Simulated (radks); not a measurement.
Values are calculated unless marked as measured or tabulated.
Species: Lu+. Configuration: [Xe] 4f14 6s(up 1, down 1) (the NIST ground configuration). Code: a radial shooting solver on a logarithmic mesh with Libxc functionals. Model: scalar-relativistic Kohn-Sham, PBE, spin-polarised, spherical densities, finite nucleus; Fermi nuclear charge, rms radius 5.37 fm.

X-ray form factor f0, the Fourier transform of the density (f0(0) = 70):

sin(theta)/lambda (1/angstrom)  f0 (electrons)
0.05                                    69.009
0.1                                     66.504
0.15                                    63.326
0.2                                     59.964
0.25                                    56.569
0.3                                     53.203
0.4                                     46.847
0.5                                     41.324
0.6                                     36.661
0.8                                     29.315
1                                       23.965
1.25                                    19.498
1.5                                     16.728
2                                       13.217
